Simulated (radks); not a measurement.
Numerical settings for the lead ion Pb3+, [Xe] 4f14 5d10 6s1. Calculated with a radial shooting solver on a logarithmic mesh with Libxc functionals: Dirac Kohn-Sham, PBE, spin-unpolarised, spherical densities, finite nucleus; Fermi nuclear charge, rms radius 5.5012 fm. The defaults (mesh step 0.008 in ln r, mesh end at 40 bohr or more with all orbitals vanishing there, Anderson mixing 0.5 over 9 steps, residual threshold near 1e-9 with the energy settled to 1e-9 hartree or 1e-11 of itself, here a cap of 84 iterations) give E = -20920.703 hartree and 6s1/2 at -37.452 eV in 14 iterations. Run on one thread of a shared host, so times are rough (Intel(R) Xeon(R) Platinum 8488C): 0.18 s of CPU time, 0.18 s wall, 14 iterations on 2259 mesh points. Changes against that run (0 stands for a change within the tolerance of the run):

setting,iterations,converged,E (mhartree),e(6s1/2) (meV),CPU (s)
mesh step in ln r 0.12,4,no,diverged,-,0.01
mesh step in ln r 0.005,14,yes,0,0,0.27
mesh step in ln r 0.012,14,yes,0,0,0.12
mesh end (bohr) 400,14,yes,0,0,0.18
mesh end (bohr) 12,14,yes,0,0,0.17
residual threshold 0.001,10,yes,0,+0.0353,0.15
residual threshold 0.01,10,yes,0,+0.0353,0.15
mixing 2.5,18,yes,0,0,0.22
"linear mixing, mixing 0.5",30,yes,0,0,0.28
"linear mixing, mixing 1",84,no,+9.18e+05,+2.17e+04,3.2
mixing history 2,20,yes,0,0,0.21
iteration cap 5,5,no,+0.188,+5.86,0.08

No run marked as converged misses the energy by more than 1 mhartree. A mesh that ends early acts as a hard wall.
